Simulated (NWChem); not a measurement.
In cation, singlet

Program: NWChem. Low-valent species are run as closed-shell singlets; no triplet was tried in these runs. def2 effective core potentials on In; no spin-orbit coupling. Static field.

```json
[
 {"level": "PBE0/def2-SVP", "basis functions": "26", "isotropic polarisability (bohr³)": "24.3", "anisotropy (bohr³)": "0.0"},
 {"level": "PBE0/def2-SVPD", "basis functions": "32", "isotropic polarisability (bohr³)": "24.2", "anisotropy (bohr³)": "0.0"},
 {"level": "PBE0/def2-TZVP", "basis functions": "50", "isotropic polarisability (bohr³)": "24.8", "anisotropy (bohr³)": "0.0"},
 {"level": "PBE0/def2-TZVPD", "basis functions": "56", "isotropic polarisability (bohr³)": "24.7", "anisotropy (bohr³)": "0.0"}
]
```
